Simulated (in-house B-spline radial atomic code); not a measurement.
Settings and results of a run for O³⁺. Method: non-relativistic B3LYP, spherical fractional occupations, point nucleus, inside a hard spherical wall at 4.39 bohr. Calculated with an all-electron radial atomic-structure program (B-spline basis).

Command:
```bash
python run_scf.py task.json out
```
Settings:
```
Z                8
configuration    [He] 2s1 2p2
hamiltonian      nr
method           b3lyp
spin_polarised   False
wall_radius      4.39
```

Output (hartree, bohr):
```
 radial grid: 36 intervals, B-splines of order 8, outer radius 4.39 bohr

 iter        energy (Eh)    residual
    1         -69.734876    2.55e-01
    2         -70.480429    3.36e-02
    3         -70.512949    1.32e-02
    4         -70.517997    5.19e-03
    5         -70.518831    1.10e-03
    6         -70.518881    1.49e-05
    7         -70.518881    7.51e-07
    8         -70.518881    1.11e-09

 total energy                       -70.51888
 kinetic                              70.3504
 electron-nucleus                   -156.1149
 Hartree                              21.7836
 exact exchange                       -1.1525
 exchange-correlation                 -5.3854

 orbital      occ     eigenvalue          <r>       <r^2>       <1/r>       r_max
 1s         2.000       -21.8977     0.199081   0.0534682     7.63746      0.1292
 2s         1.000        -2.9067     0.987204     1.15124     1.47135      0.8114
 2p         2.000        -2.3389     0.934633     1.07713     1.38405      0.7097
```

Time taken, with all properties: 0.06 s on 1 thread of Intel(R) Xeon(R) Platinum 8259CL CPU @ 2.50GHz, with other jobs on the host.

Caution: exact exchange at fractional occupations of open shells leaves self-interaction of up to several eV.
